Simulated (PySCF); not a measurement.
Constitutional and geometric isomers with formula C4H2S2. Gas-phase values, no solvent. One relaxed conformer stands for each flexible species; it need not be the lowest. Strings in code marks are SMILES.

Calculation: PySCF with TPSSh-D3(BJ)/def2-TZVP // B3LYP-D3(BJ)/def2-TZVP. Excitations are Tamm–Dancoff values on a coarser integration grid. The basis has no diffuse functions, so Rydberg states are missing or too high.

```json
[
 {"species": "`S=c1ccc1=S`", "HOMO (eV)": "___", "LUMO (eV)": "-3.37", "S1–T1 gap (TDA) (eV)": "___", "S1 excitation (TDA) (eV)": "___"},
 {"species": "`C#CC(S)=C=S` (C–C–S–H torsion 101°)", "HOMO (eV)": "-6.00", "LUMO (eV)": "-3.17", "S1–T1 gap (TDA) (eV)": "0.33", "S1 excitation (TDA) (eV)": "2.25"},
 {"species": "`C=C1c2ssc21`", "HOMO (eV)": "-6.24", "LUMO (eV)": "___", "S1–T1 gap (TDA) (eV)": "0.57", "S1 excitation (TDA) (eV)": "2.86"},
 {"species": "`s1c2C=Cc2s1`", "HOMO (eV)": "-5.46", "LUMO (eV)": "___", "S1–T1 gap (TDA) (eV)": "1.16", "S1 excitation (TDA) (eV)": "2.41"},
 {"species": "`S=c1c2c1SC2`", "HOMO (eV)": "___", "LUMO (eV)": "-2.76", "S1–T1 gap (TDA) (eV)": "0.47", "S1 excitation (TDA) (eV)": "2.86"},
 {"species": "`S=C=C=CC=S` (C–C–C–S torsion 180°)", "HOMO (eV)": "-6.17", "LUMO (eV)": "-4.70", "S1–T1 gap (TDA) (eV)": "0.36", "S1 excitation (TDA) (eV)": "0.98"}
]
```

### Question
What belongs in the gaps?

### Answer

- `S=c1ccc1=S`, HOMO (eV): -5.93
- `S=c1ccc1=S`, S1–T1 gap (TDA) (eV): 0.38
- `S=c1ccc1=S`, S1 excitation (TDA) (eV): 2.05
- `C=C1c2ssc21`, LUMO (eV): -2.98
- `s1c2C=Cc2s1`, LUMO (eV): -2.82
- `S=c1c2c1SC2`, HOMO (eV): -6.11
